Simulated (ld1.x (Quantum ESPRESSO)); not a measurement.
# Which change was made? (B, RRKJ)

```json
{"Element": "boron (B)", "Generator": "ld1.x (Quantum ESPRESSO) 7.5", "Type": "norm-conserving RRKJ (Kleinman–Bylander form)", "Functional": "PBE", "Relativity": "scalar-relativistic", "Frozen core": "[He]", "Valence charge": "3", "Reference configuration": "2s1.5 2p1.5", "Partial waves": "2p (bound): rc 2.70 bohr; 3d channel at -0.05 Ry: rc 2.40 bohr; 2s (bound): rc 1.40 bohr", "Local potential": "the s channel", "Core correction": "a·sin(br)/r model core, default radius (core density twice the valence density)"}
```

Cutoffs, loose and tight: the cutoffs (Ry, on a coarse ladder) from which the occupation-weighted sum of valence levels, in a spherical-Bessel basis at the reference potential, stays within 10 and 1 mRy of its value at 400 Ry. They do not see the model core or the augmentation charge, which bear on the density cutoff. Test errors are all-electron minus pseudo excitation energies from the reference, over the configurations 2s2 2p1; 2s2 2p0; 2s1 2p0; 2s1 2p1; 2s2 2p1.3; 2s1 2p2; 2s0 2p3; variants that change the core or the reference have their own tests.

The base gives: outcome: generated; cutoff, loose: 18 Ry; cutoff, tight: 50 Ry; bound ghosts: none; largest test error (meV): +323.

(1) After one change the result is: outcome: generated; cutoff, loose: 21 Ry; cutoff, tight: 50 Ry; bound ghosts: none; largest test error (meV): +121. Which change was it?
A. wave 2p (bound): rc 2.70 bohr becomes 2p (bound): rc 3.84 bohr
B. wave 2p (bound): rc 2.70 bohr becomes 2p (bound): rc 2.00 bohr
C. wave 2p (bound): rc 2.70 bohr becomes 2p (bound): rc 1.72 bohr
D. wave 2p (bound): rc 2.70 bohr becomes 2p (bound): rc 2.94 bohr

Results:

(1) B. The others give: wave 2p (bound): rc 2.70 bohr becomes 2p (bound): rc 3.84 bohr → outcome: generated; cutoff, loose: 18 Ry; cutoff, tight: 50 Ry; bound ghosts: none; largest test error (meV): +1092 | wave 2p (bound): rc 2.70 bohr becomes 2p (bound): rc 1.72 bohr → outcome: generated; cutoff, loose: 25 Ry; cutoff, tight: 50 Ry; bound ghosts: none; largest test error (meV): +79 | wave 2p (bound): rc 2.70 bohr becomes 2p (bound): rc 2.94 bohr → outcome: generated; cutoff, loose: 18 Ry; cutoff, tight: 50 Ry; bound ghosts: none; largest test error (meV): +460.
